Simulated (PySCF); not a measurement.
# The third ionisation energy along the 5d series

Calculated with PySCF 2.14 from differences of total energies of unrestricted determinants, without spin-orbit coupling. Values in eV. The last column holds reference values (NIST; (s) semi-empirical, (t) theoretical, else measured). Unmarked ones compare directly (S terms, centres of terms, or small fine structure); those marked * lie between the lowest fine-structure levels and include a spin-orbit shift.

| element | configurations | LDA | PBE | r2SCAN | MP2 (valence) | SCS-MP2 (valence) | CCSD(T) (valence) | reference |
| --- | --- | --- | --- | --- | --- | --- | --- | --- |
| Hf (x2c-TZVPPall, spin-free X2C) | [Xe] 4f14 5d2 → [Xe] 4f14 5d1 | 22.643 | 22.526 | 22.543 | 21.536 | 21.481 | 21.564 | 22.55 ± 0.04 (t) * |
| Ta (x2c-TZVPPall, spin-free X2C) | [Xe] 4f14 5d3 → [Xe] 4f14 5d2 | 24.539 | 24.312 | 24.211 | 23.362 | 23.194 | 23.423 | 23.1 ± 1.6 (t) * |
| W (x2c-TZVPPall, spin-free X2C) | [Xe] 4f14 5d4 → [Xe] 4f14 5d3 | 26.352 | 26.022 | 25.806 | 25.609 | 25.377 | 25.727 | 26 ± 0.4 (s) * |
| Re (x2c-TZVPPall, spin-free X2C) | [Xe] 4f14 5d5 → [Xe] 4f14 5d4 | 28.609 | 28.330 | 28.280 | 27.783 | 27.429 | 27.838 | 27 ± 1.6 (t) * |
| Os (x2c-TZVPPall, spin-free X2C) | [Xe] 4f14 5d6 → [Xe] 4f14 5d5 | 27.401 | 27.008 | 26.771 | 26.110 | 26.306 | 26.234 | 25 ± 1.6 (t) * |
| Ir (x2c-TZVPPall, spin-free X2C) | [Xe] 4f14 5d7 → [Xe] 4f14 5d6 | 29.699 | 29.327 | 29.231 | 28.721 | 28.854 | 28.761 | 28 ± 1.6 (t) * |
| Pt (x2c-TZVPPall, spin-free X2C) | [Xe] 4f14 5d8 → [Xe] 4f14 5d7 | 31.601 | 31.153 | 30.937 | 30.630 | 30.649 | 30.590 | 29 ± 1.6 (t) * |
| Au (x2c-TZVPPall, spin-free X2C) | [Xe] 4f14 5d9 → [Xe] 4f14 5d8 | 33.423 | 32.899 | 32.534 | 32.553 | 32.450 | 32.444 | 30 ± 1.6 (t) * |
| Hg (x2c-TZVPPall, spin-free X2C) | [Xe] 4f14 5d10 → [Xe] 4f14 5d9 | 35.744 | 35.275 | 35.114 | 35.257 | 35.087 | 35.053 | 34.49 ± 0.05 * |

"Valence" correlates the outer s and p shells and, in groups 3 to 12 and the f block, the outer d or f shell, open or full, or the next shell where the ion has no valence electron left; the wider scheme adds the next inner shell.
